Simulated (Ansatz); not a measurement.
Species: sum formula AlClF₂, charge 0, multiplicity 1. SMILES: [F][Al]([F])[Cl]
Geometry: optimised at B3LYP-D3(BJ)/def2-TZVP (Ansatz, a quantum-chemistry and plane-wave program).

Quantity: vertical ionisation energy (to the doublet state of charge +1; each state is the SCF solution reached for its spin), in eV. Correlated levels leave the core frozen unless marked. UHF or UKS for open shells. No spin-orbit coupling. Non-relativistic. CBS marks a two-point X^-3 extrapolation of the correlation energy; Hartree-Fock from the larger set.

```csv
level,program,vertical ionisation energy (eV)
BHLYP/def2-TZVPD,Ansatz,12.73
wB97M-V/def2-TZVPD,Ansatz,[?]
wB97X-V/def2-TZVPD,Ansatz,[?]
"CCSD(T)/CBS(aug-cc-pV(T+d)Z,aug-cc-pV(Q+d)Z)",Ansatz,12.97
```

Complete the blanks.


- wB97M-V/def2-TZVPD, vertical ionisation energy (eV): 12.83
- wB97X-V/def2-TZVPD, vertical ionisation energy (eV): 12.85
